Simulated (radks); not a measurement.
The bismuth anion Bi3-, [Rn], held by a Watson sphere: a shell of charge +4.26 at radius R that stands for the Madelung well of a crystal (potential energy -4.26/R inside, -4.26/r outside, in hartree with lengths in bohr). Calculated with a radial shooting solver on a logarithmic mesh with Libxc functionals: scalar-relativistic Kohn-Sham, LB94 model potential, spin-polarised, spherical densities, finite nucleus; Fermi nuclear charge, rms radius of each element as measured or else 0.836 A^(1/3) + 0.57 fm. Response by self-consistent Sternheimer equations with the Hartree and adiabatic LDA kernel, the relativistic mass of each level held fixed and spin-orbit coupling left out. The sphere does not respond.

| R (bohr) | e(5d) (eV) | e(6s) (eV) | e(6p) (eV) | <r> 6p (bohr) | sum of <r^2> (bohr^2) | X-ray form factor at sin(theta)/lambda = 0.2 1/angstrom | alpha (bohr^3) |
|---|---|---|---|---|---|---|---|
| 2.85 | -41.980 | -30.023 | -19.910 | 2.792 | 95.64 | 70.189 | 42.29 |
| 3.61 | -38.477 | -26.065 | -16.699 | 3.096 | 108.7 | 70.083 | 70.41 |
| 5.07 | -34.396 | -21.431 | -12.145 | 3.583 | 133.6 | 70.187 | 167.2 |
| 5.52 | -33.495 | -20.462 | -11.106 | 3.709 | 141.2 | 70.216 | 211.9 |
| 5.73 | -33.113 | -20.057 | -10.666 | 3.765 | 144.8 | 70.226 | 235.8 |
| 5.93 | -32.769 | -19.695 | -10.271 | 3.816 | 148.2 | 70.234 | 260.6 |
| 5.98 | -32.686 | -19.608 | -10.176 | 3.829 | 149.0 | 70.235 | 267.2 |
| 6.16 | -32.396 | -19.304 | -9.844 | 3.874 | 152.1 | 70.240 | 291.9 |
| 6.26 | -32.241 | -19.143 | -9.667 | 3.898 | 153.8 | 70.243 | 306.5 |
